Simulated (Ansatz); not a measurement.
Relaxation of Si4S4 with RKS PBE-D4/def2-SVP.

```sh
$ ansatz run in.yaml --threads 4 --pin off --events-out ev --progress --plain --max-ram 4787MiB
```

```yaml
crystal:
  periodic: [false, false, false]
  atoms:
    - {symbol: Si, position_ang: [-1.019000, 2.528490, -0.291470]}
    - {symbol: Si, position_ang: [1.619890, -1.250650, 0.420870]}
    - {symbol: Si, position_ang: [0.549070, 0.014000, 2.185890]}
    - {symbol: Si, position_ang: [-0.818770, -1.211370, -1.481940]}
    - {symbol: S, position_ang: [-0.065130, 1.909660, 1.529470]}
    - {symbol: S, position_ang: [-0.562510, -1.468250, 0.881200]}
    - {symbol: S, position_ang: [-1.155640, 0.915460, -1.603230]}
    - {symbol: S, position_ang: [1.452100, -1.437350, -1.640800]}
basis:
  gaussian: {orbitals: def2-SVP}
hamiltonian: {xc: pbe, dispersion: d4}
scf: {lower_state_search: "off"}
output: {orbitals: {seedname: orbitals}}
relax: {f_tol: 0.02, max_steps: 100}
```

It took 9.5 s on 4 threads of Intel Xeon 6975P-C on a shared host.

Positions (Å) and forces (eV/Å) at steps 1, 2, 3, 4, 5, 6, 7, 8, 10, 11 of 11:

```xyz
8
step=1 energy=-74797.9297 eV
Si   -1.019    2.528   -0.291   -0.497    0.903    0.038
Si    1.620   -1.251    0.421    0.185   -0.190   -0.059
Si    0.549    0.014    2.186    0.232   -0.491    0.913
Si   -0.819   -1.211   -1.482   -0.196   -1.025    0.110
S    -0.065    1.910    1.529    0.345    0.955    0.560
S    -0.563   -1.468    0.881   -0.547   -0.520    0.417
S    -1.156    0.915   -1.603   -0.016    0.236   -1.208
S     1.452   -1.437   -1.641    0.494    0.132   -0.772
8
step=2 energy=-74798.2131 eV
Si   -1.049    2.509   -0.280   -0.221    0.190   -0.156
Si    1.554   -1.257    0.370    0.182    0.055   -0.165
Si    0.532    0.010    2.240    0.382   -0.020    0.481
Si   -0.806   -1.261   -1.437   -0.221   -0.325   -0.124
S    -0.004    1.994    1.588    0.062   -0.008    0.036
S    -0.611   -1.531    0.972   -0.227   -0.103   -0.300
S    -1.108    0.916   -1.719    0.059    0.181   -0.122
S     1.492   -1.379   -1.735   -0.016    0.030    0.351
8
step=3 energy=-74798.2592 eV
Si   -1.068    2.508   -0.292   -0.011   -0.162   -0.061
Si    1.568   -1.238    0.386   -0.125   -0.006   -0.098
Si    0.571   -0.010    2.299    0.033    0.125    0.041
Si   -0.843   -1.278   -1.461   -0.004   -0.009    0.084
S     0.009    1.966    1.582    0.060   -0.062    0.007
S    -0.611   -1.514    0.960    0.011   -0.055   -0.107
S    -1.100    0.926   -1.765   -0.006    0.138    0.018
S     1.473   -1.360   -1.708    0.042    0.031    0.116
8
step=4 energy=-74798.2654 eV
Si   -1.068    2.487   -0.295   -0.008   -0.065   -0.028
Si    1.557   -1.230    0.385   -0.116    0.009    0.010
Si    0.578   -0.012    2.314    0.027    0.079    0.008
Si   -0.847   -1.276   -1.456    0.011    0.000    0.051
S     0.023    1.958    1.580    0.044   -0.061   -0.017
S    -0.617   -1.513    0.961    0.020   -0.029   -0.092
S    -1.099    0.929   -1.785   -0.010    0.052    0.043
S     1.473   -1.343   -1.703    0.032    0.015    0.026
8
step=5 energy=-74798.2691 eV
Si   -1.103    2.440   -0.277    0.080   -0.049   -0.022
Si    1.475   -1.211    0.418    0.123    0.082    0.054
Si    0.578   -0.004    2.373    0.032   -0.208   -0.149
Si   -0.822   -1.280   -1.478    0.027    0.009    0.043
S     0.170    1.925    1.497   -0.048    0.152   -0.004
S    -0.659   -1.527    0.933   -0.114    0.002   -0.001
S    -1.151    0.918   -1.795   -0.111    0.042    0.012
S     1.513   -1.260   -1.670    0.011   -0.030    0.067
8
step=6 energy=-74798.2761 eV
Si   -1.088    2.456   -0.286    0.024    0.022    0.024
Si    1.507   -1.221    0.412    0.019    0.052    0.025
Si    0.577   -0.012    2.345    0.006   -0.063   -0.036
Si   -0.826   -1.273   -1.469    0.002   -0.032    0.005
S     0.124    1.941    1.525    0.002    0.019   -0.027
S    -0.645   -1.524    0.936   -0.051    0.012    0.004
S    -1.155    0.925   -1.791   -0.021   -0.017    0.007
S     1.507   -1.293   -1.673    0.020    0.007   -0.001
8
step=7 energy=-74798.2769 eV
Si   -1.007    2.459   -0.322   -0.022    0.075    0.105
Si    1.498   -1.154    0.415   -0.024   -0.003    0.084
Si    0.538   -0.045    2.371    0.028   -0.065   -0.005
Si   -0.825   -1.285   -1.466    0.001   -0.066   -0.014
S     0.162    1.908    1.507    0.025    0.112   -0.077
S    -0.652   -1.535    0.933   -0.018   -0.049   -0.027
S    -1.241    0.901   -1.776    0.060   -0.065   -0.045
S     1.527   -1.249   -1.663   -0.050    0.060   -0.021
8
step=8 energy=-74798.2824 eV
Si   -1.016    2.455   -0.311   -0.002    0.013    0.024
Si    1.486   -1.157    0.424   -0.014   -0.002    0.042
Si    0.530   -0.042    2.369    0.016   -0.027   -0.018
Si   -0.822   -1.298   -1.473    0.012   -0.002   -0.014
S     0.198    1.921    1.493   -0.007    0.001   -0.055
S    -0.662   -1.549    0.925    0.000    0.014   -0.005
S    -1.242    0.893   -1.772    0.021   -0.024    0.022
S     1.528   -1.223   -1.656   -0.027    0.027    0.003
8
step=10 energy=-74798.2838 eV rejected
Si   -0.995    2.455   -0.327   -0.012    0.011    0.004
Si    1.479   -1.168    0.448    0.020    0.012    0.009
Si    0.514   -0.057    2.370   -0.001    0.001    0.060
Si   -0.813   -1.295   -1.471   -0.024   -0.045   -0.021
S     0.244    1.898    1.444    0.011    0.000   -0.009
S    -0.674   -1.567    0.931   -0.008    0.027   -0.039
S    -1.287    0.881   -1.765    0.012   -0.001    0.016
S     1.531   -1.148   -1.631    0.001   -0.005   -0.020
8
step=11 energy=-74798.2846 eV
Si   -1.006    2.449   -0.316   -0.001    0.000   -0.002
Si    1.476   -1.159    0.443    0.008   -0.003    0.000
Si    0.518   -0.051    2.374   -0.009    0.000    0.000
Si   -0.815   -1.302   -1.478    0.003    0.000   -0.001
S     0.242    1.907    1.456    0.006   -0.006   -0.001
S    -0.676   -1.555    0.921    0.000    0.006    0.002
S    -1.273    0.880   -1.763   -0.005    0.001    0.002
S     1.533   -1.169   -1.637   -0.002    0.002    0.000
```

The restricted singlet is unstable towards broken spin symmetry in Hartree–Fock (as tested in another run); at PBE-D4/def2-SVP this wasn't settled. Another isomer (singlet) lies 1.43 eV lower at PBE0-D4/def2-TZVP; other spin states weren't run for this one.
